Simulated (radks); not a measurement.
The nuclear charge of neutral calcium is varied continuously with 20 electrons held in [Ar] 4s2. Calculated with a radial shooting solver on a logarithmic mesh with Libxc functionals: scalar-relativistic Kohn-Sham, SCAN, spin-unpolarised, spherical densities, finite nucleus; meta-GGA in the generalised Kohn-Sham scheme; Fermi nuclear charge, rms radius 3.4776 fm. By the Hellmann-Feynman theorem dE/dZ = E(electron-nucleus)/Z, the electronic potential at the nucleus (averaged over a nucleus of fixed radius). The scalar-relativistic energy here is not variational (the density holds large components alone), so the two differ by a part that grows with Z.

[
 {"Z": "19.8", "E (hartree)": "-664.54343", "E(electron-nucleus)/Z (hartree)": "-79.7602", "HOMO": "4s", "e(HOMO) (eV)": "-2.649", "<r> HOMO (bohr)": "4.345"},
 {"Z": "19.9", "E (hartree)": "-672.54915", "E(electron-nucleus)/Z (hartree)": "-80.2804", "HOMO": "4s", "e(HOMO) (eV)": "-3.231", "<r> HOMO (bohr)": "4.199"},
 {"Z": "20", "E (hartree)": "-680.60695", "E(electron-nucleus)/Z (hartree)": "-80.8001", "HOMO": "4s", "e(HOMO) (eV)": "-3.842", "<r> HOMO (bohr)": "4.068"},
 {"Z": "20.1", "E (hartree)": "-688.71753", "E(electron-nucleus)/Z (hartree)": "-81.3193", "HOMO": "4s", "e(HOMO) (eV)": "-4.481", "<r> HOMO (bohr)": "3.949"},
 {"Z": "20.2", "E (hartree)": "-696.87861", "E(electron-nucleus)/Z (hartree)": "-81.8385", "HOMO": "4s", "e(HOMO) (eV)": "-5.149", "<r> HOMO (bohr)": "3.839"},
 {"Z": "20.5", "E (hartree)": "-721.67571", "E(electron-nucleus)/Z (hartree)": "-83.3943", "HOMO": "4s", "e(HOMO) (eV)": "-7.307", "<r> HOMO (bohr)": "3.556"},
 {"Z": "20.6", "E (hartree)": "-730.04518", "E(electron-nucleus)/Z (hartree)": "-83.9125", "HOMO": "4s", "e(HOMO) (eV)": "-8.075", "<r> HOMO (bohr)": "3.474"},
 {"Z": "20.7", "E (hartree)": "-738.46689", "E(electron-nucleus)/Z (hartree)": "-84.4305", "HOMO": "4s", "e(HOMO) (eV)": "-8.868", "<r> HOMO (bohr)": "3.398"},
 {"Z": "20.8", "E (hartree)": "-746.94098", "E(electron-nucleus)/Z (hartree)": "-84.9482", "HOMO": "4s", "e(HOMO) (eV)": "-9.683", "<r> HOMO (bohr)": "3.326"},
 {"Z": "20.9", "E (hartree)": "-755.46553", "E(electron-nucleus)/Z (hartree)": "-85.4663", "HOMO": "4s", "e(HOMO) (eV)": "-10.524", "<r> HOMO (bohr)": "3.258"},
 {"Z": "21", "E (hartree)": "-764.04291", "E(electron-nucleus)/Z (hartree)": "-85.9838", "HOMO": "4s", "e(HOMO) (eV)": "-11.384", "<r> HOMO (bohr)": "3.194"}
]

The central difference of E at Z = 20 is -80.842 hartree, to compare with the third column; the second derivative is -5.28 hartree. No converged solution with all levels bound was reached at Z = 20.3, 20.4.
